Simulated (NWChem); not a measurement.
C₄H₄O₂; SMILES C1=COCC1=O

```xyz
10

O     -0.0398     2.0649     0.0000
C      0.0411     0.8600     0.0000
C      1.2090    -0.0185     0.0000
C      0.7388    -1.2850     0.0000
O     -0.5905    -1.4162     0.0000
C     -1.1466    -0.1073     0.0000
H      2.2488     0.2982     0.0000
H      1.2874    -2.2295     0.0000
H     -1.7737     0.0235    -0.8953
H     -1.7737     0.0235     0.8953
```
Atoms are numbered in this order, from 1.

Results from NWChem. Geometry: optimised at PBE0/def2-SVP.

Estimate the computed values for CAM-B3LYP/def2-TZVP. Quantities: highest occupied level (eV); orbital gap (eV); dipole (D).


```yaml
highest occupied level (eV): -8.67
orbital gap (eV): 8.44
dipole (D): 3.12
```
